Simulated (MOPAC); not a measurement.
MOPAC input (AM1):

```
AM1 FORCE THERMO(298,298) PRECISE LET UHF MS=0.5 GEO-OK AUX(PRECISION=9) THREADS=1
FI2Si

F    -0.05122482 1    2.47711075 1   -0.05779699 1
Si   -0.01648346 1    0.91394101 1    0.33453115 1
I    -2.03033812 1   -0.39532372 1   -0.01289581 1
I     2.04448555 1   -0.31170706 1   -0.04065621 1
```

Output:

```
 *******************************************************************************
 **                                                                           **
 **                              MOPAC v23.2.5                                **
 **                                                                           **
 *******************************************************************************
 ** MOPAC's Digital Object Identifier: https://doi.org/10.5281/zenodo.6511958 **
 **                                                                           **
 ** Please cite the open-source release paper for use of this MOPAC version:  **
 ** J. E. Moussa and J. J. P. Stewart (2026)                                  **
 ** MOPAC: An open-source semiempirical molecular orbital program             **
 ** J. Open Source Softw., 11(119), 8025, https://doi.org/10.21105/joss.08025 **
 *******************************************************************************

                              AM1 CALCULATION RESULTS

 *******************************************************************************
 *  AM1        - The AM1 Hamiltonian to be used
 *  GEO-OK     - OVERRIDE INTERATOMIC DISTANCE AND OTHER SAFETY CHECKS
 *  UHF        - UNRESTRICTED HARTREE-FOCK CALCULATION
 *  MS=        - IN MECI, MAGNETIC COMPONENT OF SPIN =  0.5
 *  LET        - OVERRIDE SOME SAFETY CHECKS
 *  PRECISE    - TIGHTER CRITERIA TO BE USED
 *  FORCE      - FORCE CALCULATION SPECIFIED
 *  AUX        - OUTPUT AUXILIARY INFORMATION
 *  THERMO     - THERMODYNAMIC QUANTITIES TO BE CALCULATED
 *******************************************************************************
AM1 FORCE THERMO(298,298) PRECISE LET UHF MS=0.5 GEO-OK AUX(PRECISION=9) THREADS=1
 FI2Si

   ATOM   CHEMICAL          X               Y               Z
  NUMBER   SYMBOL      (ANGSTROMS)     (ANGSTROMS)     (ANGSTROMS)

     1       F         -0.05122482  *   2.47711075  *  -0.05779699  *
     2      Si         -0.01648346  *   0.91394101  *   0.33453115  *
     3       I         -2.03033812  *  -0.39532372  *  -0.01289581  *
     4       I          2.04448555  *  -0.31170706  *  -0.04065621  *

          CARTESIAN COORDINATES

    NO.       ATOM           X           Y           Z

     1         F         -0.0512      2.4771     -0.0578
     2        Si         -0.0165      0.9139      0.3345
     3         I         -2.0303     -0.3953     -0.0129
     4         I          2.0445     -0.3117     -0.0407

  F: (AM1): M.J.S. DEWAR AND E. G. ZOEBISCH, THEOCHEM, 180, 1 (1988).
 Si: (AM1): M.J.S.DEWAR, C. JIE, ORGANOMETALLICS, 6, 1486-1490 (1987).
  I: (AM1): M.J.S. DEWAR AND E. G. ZOEBISCH, THEOCHEM, 180, 1 (1988).

           Empirical Formula: F Si I2  =     4 atoms

      MOLECULAR POINT GROUP   :   Cs

          UHF CALCULATION, NO. OF ALPHA ELECTRONS =   13
                           NO. OF BETA  ELECTRONS =   12

          HEAT OF FORMATION =     -70.167088 KCALS/MOLE

          CARTESIAN COORDINATE DERIVATIVES

   NUMBER  ATOM         X            Y            Z

     1       F     -0.006259    -0.000518    -0.001046
     2      Si      0.004114     0.004228    -0.000093
     3       I      0.000054    -0.004233     0.000680
     4       I      0.002091     0.000523     0.000459

 DIPOLE           X         Y         Z       TOTAL
 POINT-CHG.     1.721    -0.179    -0.552     1.816
 HYBRID        -1.885     0.106     0.327     1.916
 SUM           -0.165    -0.073    -0.225     0.288

          GRADIENT NORM =   0.00993

          MOLECULAR WEIGHT =  300.89

          ROTATIONAL CONSTANTS IN CM(-1)

          A =    0.09674658   B =    0.01594809   C =    0.01375745

           PRINCIPAL MOMENTS OF INERTIA IN UNITS OF 10**(-40)*GRAM-CM**2

          A =      289.3410   B =     1755.2412   C =     2034.7341

          ORIENTATION OF MOLECULE IN FORCE CALCULATION

    NO.       ATOM         X         Y         Z

     1          F      -2.4732   -0.1710   -0.5289
     2         Si      -0.8612   -0.1710   -0.5289
     3          I       0.2804    1.9708   -0.5289
     4          I       0.2804   -1.9073    0.7251

    FIRST DERIVATIVES WILL BE USED IN THE CALCULATION OF SECOND DERIVATIVES

    FOR POINT-GROUP Cs   THERE ARE   2 UNIQUE SYMMETRY FUNCTIONS.


(To convert to Hartree/Bohr^2, multiply by (10^(-21) x N x a0^2)/(4.184 x 627.51) =  0.0642)

           FORCE MATRIX IN MILLIDYNES/ANGSTROM

                  F  1      Si  2       I  3       I  4
 ------------------------------------------------------
     F    1   9.149871
    Si    2   8.821655  10.139427
     I    3   0.289511   1.827623   2.137594
     I    4   0.290649   1.828342   0.121649   2.137594

          HEAT OF FORMATION =     -70.167088 KCALS/MOLE

          ZERO POINT ENERGY       3.273 KCAL/MOL

           NORMAL COORDINATE ANALYSIS (Total motion = 1 Angstrom)

   Root No.       1         2         3         4         5         6

                 1 A'      2 A'      1 A"      3 A'      2 A"      4 A'

                  67.1     148.4     178.5     286.7     442.2    1166.2

           1   -0.2320   -0.1698    0.0000    0.3429   -0.0000    0.5891
           2   -0.0112   -0.1194    0.7281    0.0121   -0.0552    0.0002
           3   -0.0346   -0.3692   -0.2355    0.0375    0.0179    0.0007
           4   -0.2344   -0.1730   -0.0000    0.3269    0.0000   -0.4064
           5   -0.0512    0.1437   -0.0483    0.0794    0.7195   -0.0017
           6   -0.1585    0.4443    0.0156    0.2457   -0.2326   -0.0054
           7    0.0433    0.0319   -0.0743   -0.0618   -0.0410    0.0009
           8   -0.2160   -0.0038   -0.0543   -0.1018   -0.0834    0.0021
           9    0.0921   -0.0226    0.0000   -0.0002    0.0000   -0.0001
          10    0.0433    0.0319    0.0743   -0.0618    0.0410    0.0009
          11    0.2290   -0.0102   -0.0440    0.0824   -0.0676   -0.0017
          12   -0.0518   -0.0205    0.0318   -0.0598    0.0488    0.0012

           MASS-WEIGHTED COORDINATE ANALYSIS (NORMAL COORDINATES)

   Root No.       1         2         3         4         5         6

                 1 A'      2 A'      1 A"      3 A'      2 A"      4 A'

                  67.1     148.4     178.5     286.7     442.2    1166.2

           1   -0.2394   -0.2255    0.0000    0.4561   -0.0000    0.7661
           2   -0.0116   -0.1586    0.8688    0.0161   -0.0563    0.0003
           3   -0.0357   -0.4905   -0.2809    0.0499    0.0182    0.0009
           4   -0.2941   -0.2794   -0.0000    0.5286    0.0000   -0.6425
           5   -0.0643    0.2321   -0.0700    0.1285    0.8910   -0.0028
           6   -0.1988    0.7177    0.0226    0.3973   -0.2881   -0.0086
           7    0.1155    0.1094   -0.2290   -0.2126   -0.1079    0.0029
           8   -0.5761   -0.0129   -0.1674   -0.3501   -0.2195    0.0069
           9    0.2456   -0.0775    0.0000   -0.0007    0.0000   -0.0002
          10    0.1155    0.1094    0.2290   -0.2126    0.1079    0.0029
          11    0.6108   -0.0349   -0.1357    0.2834   -0.1779   -0.0057
          12   -0.1382   -0.0704    0.0980   -0.2055    0.1285    0.0039

          DESCRIPTION OF VIBRATIONS

 VIBRATION          1    1A'         ATOM PAIR     ENERGY CONTRIBUTION    RADIAL
 FREQUENCY            67.11         Si2 -- I 3         +45.4% (340.1%)     10.7%
 TRANSITION DIPOLE   0.8750         Si2 -- I 4         +45.4% (340.1%)     10.7%
 TRAVEL (Ang.)       0.1541         F 1 -- Si2          +9.2% (152.9%)      9.2%
 REDUCED MASS       42.2858
 EFFECTIVE MASS    196.3634
 FORCE CONSTANT      0.1122

 VIBRATION          2    2A'         ATOM PAIR     ENERGY CONTRIBUTION    RADIAL
 FREQUENCY           148.40         Si2 -- I 3         +41.8% (154.3%)      0.1%
 TRANSITION DIPOLE   1.5623         Si2 -- I 4         +41.8% (154.3%)      0.1%
 TRAVEL (Ang.)       0.1818         F 1 -- Si2         +16.4% ( 96.7%)      0.2%
 REDUCED MASS       13.7491
 EFFECTIVE MASS     28.9872
 FORCE CONSTANT      0.1784

 VIBRATION          3    1A"         ATOM PAIR     ENERGY CONTRIBUTION    RADIAL
 FREQUENCY           178.54         F 1 -- Si2         +91.2% ( 89.2%)      0.0%
 TRANSITION DIPOLE   0.9179         Si2 -- I 4          +4.4% ( 19.7%)     60.1%
 TRAVEL (Ang.)       0.1595         Si2 -- I 3          +4.4% ( 19.7%)     60.1%
 REDUCED MASS       14.8475
 EFFECTIVE MASS     33.7757
 FORCE CONSTANT      0.2789

 VIBRATION          4    3A'         ATOM PAIR     ENERGY CONTRIBUTION    RADIAL
 FREQUENCY           286.69         Si2 -- I 3         +45.7% (155.1%)     63.4%
 TRANSITION DIPOLE   1.3562         Si2 -- I 4         +45.7% (155.1%)     63.4%
 TRAVEL (Ang.)       0.1307         F 1 -- Si2          +8.5% ( 67.0%)      3.8%
 REDUCED MASS       13.7673
 EFFECTIVE MASS     52.9204
 FORCE CONSTANT      0.6667

 VIBRATION          5    2A"         ATOM PAIR     ENERGY CONTRIBUTION    RADIAL
 FREQUENCY           442.19         Si2 -- I 4         +34.7% ( 93.9%)     80.0%
 TRANSITION DIPOLE   2.4969         Si2 -- I 3         +34.7% ( 93.9%)     80.0%
 TRAVEL (Ang.)       0.0823         F 1 -- Si2         +30.6% ( 88.2%)      0.0%
 REDUCED MASS       22.5034
 EFFECTIVE MASS     36.2212
 FORCE CONSTANT      2.5925

 VIBRATION          6    4A'         ATOM PAIR     ENERGY CONTRIBUTION    RADIAL
 FREQUENCY          1166.24         F 1 -- Si2         +73.7% (100.0%)    100.0%
 TRANSITION DIPOLE   3.9097         Si2 -- I 3         +13.2% ( 42.2%)     23.4%
 TRAVEL (Ang.)       0.0714         Si2 -- I 4         +13.2% ( 42.2%)     23.4%
 REDUCED MASS       11.3342
 EFFECTIVE MASS     22.5520
 FORCE CONSTANT      9.0828

      SYMMETRY NUMBER FOR POINT-GROUP Cs  =  1

          SYSTEM IS A GROUND STATE

 FI2Si

          MOLECULE IS NOT LINEAR

          THERE ARE  6 GENUINE VIBRATIONS IN THIS SYSTEM
          THIS THERMODYNAMICS CALCULATION IS LIMITED TO
          MOLECULES WHICH HAVE NO INTERNAL ROTATIONS

                    CALCULATED THERMODYNAMIC PROPERTIES
                                          *
   TEMP. (K)   PARTITION FUNCTION   H.O.F.    ENTHALPY  HEAT CAPACITY ENTROPY
                                   KCAL/MOL   CAL/MOLE    CAL/K/MOL  CAL/K/MOL

 298.00  VIB.     0.1857D+02                  1735.2957     9.0462    11.6286
         ROT.     0.1147D+07                   888.2803     2.9808    30.7072
         INT.     0.2129D+08                  2623.5760    12.0270    42.3358
         TRA.     0.5046D+28                  1480.4672     4.9680    42.9994
         TOT.                      -70.167    4104.0432    16.9950    85.3352

   *: NOTE: HEATS OF FORMATION ARE RELATIVE TO THE
            ELEMENTS IN THEIR STANDARD STATE AT 298K
              (=  Standard Enthalpy of Formation).

            Hvib:  Zero-point energy is not included.
                   frequencies of less than zero cm-1 are not included.
            Hrot = (3/2)RT
            Htra = (3/2)RT + pV = (5/2)RT

            Heat capacity is Cp, not Cv

          For more information, see: HTTP://OpenMOPAC.net/Manual/thermochemistry.html

           FORCE CONSTANT IN CARTESIAN COORDINATES (Millidynes/A)

    ATOM   CHEMICAL       X               Y               Z
   NUMBER   SYMBOL  FORCE CONSTANT  FORCE CONSTANT  FORCE CONSTANT

      1       F        9.143220        0.282328        0.087724
      2      Si        9.707151        2.613942        0.677544
      3       I        0.601076        1.642426        0.028508
      4       I        0.601060        1.129585        0.541364

 **********************
 *                    *
 * JOB ENDED NORMALLY *
 *                    *
 **********************

 == MOPAC DONE ==
```
